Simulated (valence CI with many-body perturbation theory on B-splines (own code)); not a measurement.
Pm⁴⁸⁺: electric-dipole lines

Computed by relativistic CI+MBPT: three valence electrons over a frozen Dirac-Fock core [Ne], a basis of 11 s, 11 p, 9 d, 7 f, 5 g, 2 h, 1 i functions for each j, with the one-electron correlation potential Σ1, the two-electron term Σ2, the three-electron term Σ3, Breit, model QED; selected CI, second order for the rest (own B-spline code, finite nucleus).

No measured spectrum was set against this ion. As an estimate, large intervals hold to a few tenths of a per cent, small ones and those within an open d or f shell to about a per cent.

Lines 201 to 250 of 272 in falling wavelength, among levels below 59.687 Ry, chosen from the strongest by gf and those to the six lowest levels. Wavelengths and rates use the calculated energies. Electric multipoles are in the length gauge, E1 and E2 with the static RPA response of the core. Weak lines are less certain than strong ones. Lines between different terms over intervals too small for the method are left out, as are lines whose strength nearly cancels. Where a level lies close to another of its J and parity, the split of strength between their lines is uncertain. The highest levels of a list are the least certain.

Levels are named by their leading jj configuration (3d3/2^4 stands for four electrons in 3d with j = 3/2), which in mixed levels can hold well under half, so a name can repeat and another be missing. Letters in brackets count levels of one name in rising energy.

```
λ vac (nm)                          Upper                       Lower   A (s⁻¹)  log gf  Branch %
     3.757     (3s 3p3/2 3d5/2) J=5/2 [a]  (3s 3p1/2 3p3/2) J=3/2 [b]  2.68e+09   -2.47       0.9
     3.751     (3s 3d3/2 3d5/2) J=3/2 [a]  (3s 3p1/2 3d5/2) J=5/2 [a]  4.23e+11   -0.45      63.1
     3.737  (3p1/2 3p3/2 3d5/2) J=5/2 [b]      (3s 3p1/2 3d3/2) J=5/2  7.05e+10   -1.05      11.6
     3.736     (3s 3p3/2 3d5/2) J=3/2 [a]      (3s 3p1/2 3p3/2) J=1/2  1.23e+11   -0.99      26.3
     3.721             (3s 3d3/2^2) J=5/2      (3s 3p1/2 3d3/2) J=5/2  3.92e+11   -0.31      36.8
     3.719     (3s 3p3/2 3d3/2) J=5/2 [b]  (3s 3p1/2 3p3/2) J=3/2 [b]  2.56e+11   -0.50      22.7
     3.713             (3s 3d3/2^2) J=3/2  (3s 3p1/2 3d3/2) J=3/2 [a]  4.62e+11   -0.42      48.9
     3.692     (3s 3p3/2 3d3/2) J=3/2 [b]      (3s 3p1/2 3p3/2) J=5/2  1.26e+08   -3.99       0.0
     3.690     (3s 3p3/2 3d3/2) J=1/2 [b]  (3s 3p1/2 3p3/2) J=3/2 [b]  1.97e+09   -3.09       0.2
     3.666     (3s 3d3/2 3d5/2) J=5/2 [a]  (3s 3p1/2 3d3/2) J=3/2 [b]  5.09e+10   -1.21       7.0
     3.646     (3s 3p3/2 3d5/2) J=3/2 [a]  (3s 3p1/2 3p3/2) J=3/2 [b]  1.18e+11   -1.03      25.3
     3.566     (3s 3p3/2 3d5/2) J=5/2 [a]      (3s 3p1/2 3p3/2) J=5/2  1.25e+10   -1.84       4.1
     3.548     (3s 3p3/2 3d3/2) J=3/2 [b]  (3s 3p1/2 3p3/2) J=3/2 [a]  1.37e+09   -2.98       0.2
     3.532     (3s 3p3/2 3d3/2) J=5/2 [b]      (3s 3p1/2 3p3/2) J=5/2  4.37e+10   -1.31       3.9
     3.472     (3s 3p3/2 3d5/2) J=7/2 [a]      (3s 3p1/2 3p3/2) J=5/2  7.24e+10   -0.98      28.1
     3.461         (3s 3p1/2 3d5/2) J=3/2          (3s 3p1/2^2) J=1/2  1.46e+11   -0.98      45.6
     3.433     (3s 3p3/2 3d5/2) J=5/2 [a]  (3s 3p1/2 3p3/2) J=3/2 [a]  1.02e+09   -2.97       0.3
     3.427         (3s 3p3/2 3d5/2) J=1/2  (3s 3p1/2 3p3/2) J=3/2 [b]  3.66e+10   -1.89       9.1
     3.400     (3s 3p3/2 3d3/2) J=5/2 [b]  (3s 3p1/2 3p3/2) J=3/2 [a]  4.67e+08   -3.31       0.0
     3.376     (3s 3p3/2 3d3/2) J=1/2 [b]  (3s 3p1/2 3p3/2) J=3/2 [a]  1.68e+08   -4.24       0.0
     3.359     (3s 3p3/2 3d5/2) J=3/2 [b]  (3s 3p1/2 3p3/2) J=3/2 [b]  9.90e+07   -4.17       0.0
     3.344     (3s 3p3/2 3d5/2) J=7/2 [b]      (3s 3p1/2 3p3/2) J=5/2  1.18e+09   -2.80       0.2
     3.340     (3s 3p3/2 3d5/2) J=5/2 [b]  (3s 3p1/2 3p3/2) J=3/2 [b]  1.34e+10   -1.87       1.6
     3.340     (3s 3p3/2 3d5/2) J=3/2 [a]  (3s 3p1/2 3p3/2) J=3/2 [a]  1.61e+10   -1.97       3.5
     3.206     (3s 3p3/2 3d5/2) J=3/2 [b]      (3s 3p1/2 3p3/2) J=5/2  1.10e+10   -2.17       1.4
     3.188     (3s 3p3/2 3d5/2) J=5/2 [b]      (3s 3p1/2 3p3/2) J=5/2  1.12e+10   -1.99       1.3
     3.155         (3s 3p3/2 3d5/2) J=1/2  (3s 3p1/2 3p3/2) J=3/2 [a]  8.18e+08   -3.61       0.2
     3.097     (3s 3p3/2 3d5/2) J=3/2 [b]  (3s 3p1/2 3p3/2) J=3/2 [a]  1.38e+09   -3.10       0.2
     3.081     (3s 3p3/2 3d5/2) J=5/2 [b]  (3s 3p1/2 3p3/2) J=3/2 [a]  6.89e+09   -2.23       0.8
     2.948          (3p1/2^2 3d3/2) J=3/2          (3s^2 3p3/2) J=3/2  1.34e+08   -4.16       0.1
     2.918          (3p1/2 3p3/2^2) J=3/2          (3s 3p1/2^2) J=1/2  2.70e+09   -2.86       0.3
     2.863             (3s 3p3/2^2) J=1/2          (3s^2 3p1/2) J=1/2  4.78e+09   -2.93       1.0
     2.847                (3p3/2^3) J=3/2  (3s 3p1/2 3p3/2) J=3/2 [b]  1.05e+08   -4.29       0.0
     2.847          (3p1/2 3p3/2^2) J=1/2          (3s 3p1/2^2) J=1/2  3.40e+09   -3.08       0.6
     2.828             (3s 3p3/2^2) J=3/2          (3s^2 3p1/2) J=1/2  2.80e+08   -3.87       0.0
     2.755     (3s 3p3/2 3d3/2) J=3/2 [a]          (3s 3p1/2^2) J=1/2  9.89e+08   -3.35       0.2
     2.748     (3s 3p3/2 3d3/2) J=1/2 [a]          (3s 3p1/2^2) J=1/2  4.89e+08   -3.96       0.1
     2.736                (3p3/2^3) J=3/2      (3s 3p1/2 3p3/2) J=5/2  1.88e+09   -3.07       0.1
     2.675          (3p1/2^2 3d5/2) J=5/2          (3s^2 3p3/2) J=3/2  3.23e+07   -4.68       0.0
     2.657                (3p3/2^3) J=3/2  (3s 3p1/2 3p3/2) J=3/2 [a]  2.56e+07   -4.97       0.0
     2.619     (3s 3p3/2 3d3/2) J=3/2 [b]          (3s 3p1/2^2) J=1/2  1.87e+08   -4.11       0.0
     2.524     (3s 3p3/2 3d3/2) J=1/2 [b]          (3s 3p1/2^2) J=1/2  2.86e+08   -4.26       0.0
     2.503     (3s 3p3/2 3d5/2) J=3/2 [a]          (3s 3p1/2^2) J=1/2  7.14e+08   -3.57       0.2
     2.398         (3s 3p3/2 3d5/2) J=1/2          (3s 3p1/2^2) J=1/2  2.83e+09   -3.31       0.7
     2.364     (3s 3p3/2 3d5/2) J=3/2 [b]          (3s 3p1/2^2) J=1/2  7.35e+08   -3.61       0.1
     2.268  (3p1/2 3p3/2 3d3/2) J=5/2 [a]          (3s^2 3p3/2) J=3/2  2.44e+06   -5.95       0.0
     2.243  (3p1/2 3p3/2 3d3/2) J=3/2 [a]          (3s^2 3p3/2) J=3/2  8.05e+06   -5.61       0.0
     2.188          (3p1/2^2 3d3/2) J=3/2          (3s^2 3p1/2) J=1/2  1.20e+07   -5.46       0.0
     2.151  (3p1/2 3p3/2 3d3/2) J=3/2 [b]          (3s^2 3p3/2) J=3/2  4.33e+07   -4.92       0.0
     2.136  (3p1/2 3p3/2 3d3/2) J=1/2 [b]          (3s^2 3p3/2) J=3/2  9.13e+07   -4.90       0.0
```

**Question.** How does gf follow from A for the line at 3.692 nm?

**Answer.** gf = 1.4992 × (2J+1)_upper × A / σ², with σ = 2708909 cm⁻¹ and 2J+1 = 4: gf = 0.000103.
